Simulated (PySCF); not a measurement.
Species: BrH₇Si₃.
SMILES with atom numbers: `[SiH3:1][SiH2:2][SiH2:3][Br:4]` (hydrogens: H5, H6, H7 on Si1; H8, H9 on Si2; H10, H11 on Si3)

Computed by this run: PySCF, PBE0-D3(BJ)/def2-SVP geometry optimisation, gas phase; density fitting, grid level 1; the optimiser is geomeTRIC in internal coordinates, started from a GFN2-xTB structure with every atom displaced at random (about 0.01 Å).

The end geometry, which sets the zero of energy:
```
atom  x, y, z in Å
Si1    -1.9973    0.2634   -0.2386
Si2     0.1013   -0.7241   -0.5944
Si3     1.7288    0.3622    0.6898
Br4     3.6594   -0.7318    0.4067
H5     -1.9338    1.7070   -0.6233
H6     -2.3460    0.1676    1.2123
H7     -3.0596   -0.4125   -1.0433
H8      0.0843   -2.1659   -0.1976
H9      0.4983   -0.6113   -2.0322
H10     1.3939    0.3501    2.1445
H11     1.9288    1.7764    0.2560
```

Task: These geometries come from the run, each turned onto the end geometry. Order them by energy, lowest first.
A.
```
atom  x, y, z in Å
Si1    -2.0319    0.2651   -0.2710
Si2     0.0947   -0.6616   -0.6080
Si3     1.7486    0.3738    0.6858
Br4     3.6369   -0.7899    0.3600
H5     -2.0437    1.7079   -0.6623
H6     -2.3329    0.1597    1.1904
H7     -3.0867   -0.4643   -1.0371
H8      0.0970   -2.0781   -0.1213
H9      0.5319   -0.6387   -2.0368
H10     1.4269    0.3070    2.1431
H11     2.0173    1.8003    0.3372
```
B.
```
atom  x, y, z in Å
Si1    -2.0164    0.2625   -0.2319
Si2     0.1009   -0.6777   -0.5936
Si3     1.7620    0.3698    0.6776
Br4     3.6518   -0.8025    0.4513
H5     -2.0159    1.7106   -0.6007
H6     -2.3798    0.1260    1.2116
H7     -3.0278   -0.4579   -1.0639
H8      0.0753   -2.1192   -0.1923
H9      0.4847   -0.5858   -2.0374
H10     1.4048    0.3841    2.1273
H11     2.0184    1.7713    0.2319
```
C.
```
atom  x, y, z in Å
Si1    -2.0425    0.1195   -0.1244
Si2     0.0667   -0.5857   -0.6817
Si3     1.7475    0.4356    0.5279
Br4     3.3593   -1.0425    1.1570
H5     -2.1166    1.6022   -0.2145
H6     -2.4273   -0.2323    1.2216
H7     -3.0653   -0.3828   -1.0403
H8      0.2379   -2.0327   -0.5128
H9      0.3878   -0.3383   -2.0782
H10     1.3549    0.9833    1.8466
H11     2.5556    1.4548   -0.1213
```
D.
```
atom  x, y, z in Å
Si1    -2.0347    0.1557   -0.1362
Si2     0.1182   -0.5936   -0.6612
Si3     1.7851    0.4492    0.6280
Br4     3.3135   -1.1444    0.9876
H5     -2.0842    1.6448   -0.2492
H6     -2.3998   -0.2254    1.2642
H7     -3.0264   -0.4320   -1.0852
H8      0.2603   -2.0656   -0.4390
H9      0.3993   -0.3140   -2.1080
H10     1.2818    0.9694    1.9283
H11     2.4450    1.5370   -0.1494
```
E.
```
atom  x, y, z in Å
Si1    -2.0058    0.1804   -0.1330
Si2     0.1127   -0.6602   -0.6959
Si3     1.7640    0.4062    0.5911
Br4     3.4506   -0.9890    1.0441
H5     -1.9969    1.6712   -0.2579
H6     -2.3265   -0.1834    1.2803
H7     -3.0559   -0.3789   -1.0378
H8      0.1719   -2.1341   -0.4506
H9      0.3939   -0.3931   -2.1414
H10     1.2191    0.8725    1.9022
H11     2.3308    1.5895   -0.1212
```

Result: B (0.003 eV), A (0.013 eV), E (0.029 eV), D (0.053 eV), C (0.267 eV).

In the order of the answer:

```json
{"step": "14", "E above end (eV)": "0.003", "largest force (eV/Å)": "0.06", "rms force component (eV/Å)": "0.018", "rms distance from end (Å)": "0.059", "rms bond change (Å)": "0.001", "bond most changed (Å)": "Si3–Br4 -0.002"}
{"step": "12", "E above end (eV)": "0.013", "largest force (eV/Å)": "0.13", "rms force component (eV/Å)": "0.039", "rms distance from end (Å)": "0.076", "rms bond change (Å)": "0.002", "bond most changed (Å)": "Si3–Br4 +0.005"}
{"step": "4", "E above end (eV)": "0.029", "largest force (eV/Å)": "0.12", "rms force component (eV/Å)": "0.025", "rms distance from end (Å)": "0.390", "rms bond change (Å)": "0.003", "bond most changed (Å)": "Si2–Si3 +0.009"}
{"step": "1", "E above end (eV)": "0.053", "largest force (eV/Å)": "0.32", "rms force component (eV/Å)": "0.072", "rms distance from end (Å)": "0.442", "rms bond change (Å)": "0.005", "bond most changed (Å)": "Si2–Si3 +0.011"}
{"step": "0", "E above end (eV)": "0.267", "largest force (eV/Å)": "1.49", "rms force component (eV/Å)": "0.460", "rms distance from end (Å)": "0.485", "rms bond change (Å)": "0.037", "bond most changed (Å)": "Si1–Si2 -0.054"}
```

What follows is the cost of the whole optimisation. On one thread, Arm Neoverse N1 (aarch64), shared host, this took 3.6 min of wall time and 0.52 GiB of memory at its peak.
